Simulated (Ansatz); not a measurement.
Basis-set series for C₂H₇InNO (`C[N](C)[In][OH]`) radical. Charge 0, multiplicity 2. In: def2 effective core potential. The geometry is a stationary point of PBE0-D4/def2-TZVP. It is one conformer, not always the lowest.

| functional | basis | functions | energy (Eh) | HOMO (eV) | LUMO (eV) |
| --- | --- | --- | --- | --- | --- |
| PBE0-D4 | def2-SVP | 117 | -400.11603 | -5.60 | -2.42 |
| PBE0-D4 | def2-QZVPP | 520 | -400.38472 | -5.84 | -2.61 |
| ωB97M-V | def2-SVP | 117 | -400.19308 | -7.66 | -0.34 |
| ωB97M-V | def2-QZVPP | 520 | -400.47318 | -7.93 | -0.61 |

**Question.** Give the rows for def2-TZVPP. (Best estimate.)

**Answer.** The calculation gave: 
```
functional       basis  functions  energy (Eh)  HOMO (eV)  LUMO (eV)
   PBE0-D4  def2-TZVPP        272   -400.37077      -5.80      -2.56
   ωB97M-V  def2-TZVPP        272   -400.45936      -7.88      -0.54
```

HOMO and LUMO are taken over both spins.

Computed with Ansatz.
